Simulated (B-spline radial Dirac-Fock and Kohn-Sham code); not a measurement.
Photoelectron lines of Os at 12000 eV

System: the free osmium atom, configuration [Xe] 4f14 5d6 6s2.

These are calculated numbers from a radial finite-basis atomic code; the model is Dirac-Hartree-Slater photoionisation with all multipoles and Dirac-Fock thresholds. The asymmetry parameter β is from the dipole term alone. Kinetic energies are from the vacuum level. Open shells are spread statistically over j, without multiplet splitting.

The last column is dσ/dΩ = σ/(4π) · [1 + β P₂(cos θ)] at θ = 0° from the polarisation vector of linearly polarised light.

```csv
subshell,electrons,binding (eV),kinetic (eV),σ (kb),β,dσ/dΩ (kb/sr)
2p3/2,4,10883.2,1116.8,31.1,1.31,5.73
3s,2,3068.4,8931.6,2.74,1.95,0.644
3p1/2,2,2807.8,9192.2,3.13,1.54,0.633
3p3/2,4,2473.8,9526.2,5.11,1.66,1.08
3d3/2,4,2043.0,9957.0,2.00,1.15,0.341
3d5/2,6,1972.1,10027.9,2.58,1.02,0.414
4s,2,674.3,11325.7,0.717,1.95,0.168
4p1/2,2,564.5,11435.5,0.727,1.54,0.147
4p3/2,4,485.9,11514.1,1.16,1.66,0.245
4d3/2,4,305.8,11694.2,0.418,1.12,0.0704
4d5/2,6,291.2,11708.8,0.535,0.98,0.0843
4f5/2,6,61.64,11938.4,0.0261,0.62,0.00336
4f7/2,8,58.95,11941.0,0.0315,0.60,0.00401
5s,2,103.7,11896.3,0.138,1.95,0.0323
5p1/2,2,67.52,11932.5,0.119,1.53,0.0240
5p3/2,4,55.37,11944.6,0.181,1.66,0.0383
5d3/2,2.4,10.30,11989.7,0.0208,1.11,0.00350
5d5/2,3.6,9.24,11990.8,0.0256,0.97,0.00402
6s,2,7.49,11992.5,0.0145,1.95,0.00340
```

Branching ratios of the spin-orbit partners (statistical value in brackets): 3p 1.63 (2.00), 3d 1.29 (1.50), 4p 1.59 (2.00), 4d 1.28 (1.50), 4f 1.21 (1.33), 5p 1.52 (2.00), 5d 1.23 (1.50).
